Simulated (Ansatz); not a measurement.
Isolated molecules relaxed with PBE0-D4/def2-TZVP in Ansatz; ΔE leaves out vibrations. CBS: MP2 limit from def2 TZ/QZ plus the TZ coupled-cluster correction, frozen cores. DFT in def2-TZVPP. B3LYP here is the variant with VWN-RPA as its local correlation; programs differ in this. One conformer a species, not always the lowest.

Consider the ligand exchange at the Si–N bond: `N=C(S)N[SiH2]O` + `C[SiH](N)O` → `C[SiH](O)N[SiH2]O` + `N=C(N)S`.

`N=C(S)N[SiH2]O`:

```xyz
12

N     0.440   -1.687   -0.502
C     0.364   -0.536   -1.029
S     1.174   -0.221   -2.574
N    -0.286    0.581   -0.541
Si   -0.854    0.777    1.089
O     0.332    1.052    2.184
H    -0.112   -1.756    0.351
H     1.551   -1.497   -2.738
H    -0.262    1.391   -1.143
H    -1.688    1.993    1.070
H    -1.612   -0.446    1.449
H     0.952    0.349    2.384
```

`C[SiH](N)O`:

Cartesian coordinates in Å:
```
C -0.786 0.467 1.138
Si -0.239 -0.095 -0.551
N 1.165 -1.054 -0.323
O 0.097 1.152 -1.577
H -1.635 1.149 1.053
H -1.100 -0.380 1.754
H 0.017 0.991 1.664
H -1.349 -0.790 -1.254
H 1.566 -1.590 -1.075
H 1.353 -1.479 0.570
H 0.911 1.627 -1.400
```

`C[SiH](O)N[SiH2]O`:

Cartesian coordinates in Å:
```
C -1.536 -1.460 1.439
Si -0.810 -0.419 0.090
O -1.757 0.923 -0.034
N 0.845 -0.025 0.423
Si 1.869 0.669 -0.756
O 0.959 1.787 -1.578
H -2.586 -1.677 1.231
H -1.487 -0.939 2.398
H -1.000 -2.408 1.532
H -0.770 -1.128 -1.220
H -1.378 1.613 -0.586
H 1.090 0.155 1.386
H 3.026 1.295 -0.064
H 2.357 -0.315 -1.759
H 1.177 1.929 -2.501
```

`N=C(N)S`:

Cartesian coordinates in Å:
```
N 1.278 0.488 -0.812
C 0.228 0.185 -0.176
N -0.050 -1.108 0.186
S -0.999 1.382 0.327
H 1.403 1.491 -0.892
H 0.588 -1.776 -0.221
H -1.017 -1.385 0.173
H -1.431 0.722 1.414
```

```json
{"level": "PBE-D4", "ΔE (kJ/mol)": "-23.2"}
{"level": "PBE0-D4", "ΔE (kJ/mol)": "-22.7"}
{"level": "B3LYP-D4", "ΔE (kJ/mol)": "-22.0"}
{"level": "ωB97X-V", "ΔE (kJ/mol)": "-22.3"}
{"level": "HF/def2-TZVPP", "ΔE (kJ/mol)": "-20.2"}
{"level": "MP2/def2-TZVPP", "ΔE (kJ/mol)": "-20.8"}
{"level": "SCS-MP2/def2-QZVPP", "ΔE (kJ/mol)": "-20.0"}
{"level": "HF/CBS(def2)", "ΔE (kJ/mol)": "-19.7"}
```

**Question.** What does CCSD(T)/CBS give? (An estimate is asked.)

**Answer.** Computed: -20.6 kJ/mol. The listed levels differ from it by -2.6, -2.1, -1.4, -1.7, 0.4, -0.2, 0.6, 0.9 kJ/mol.

Largest T1 diagnostic among the species: 0.014.
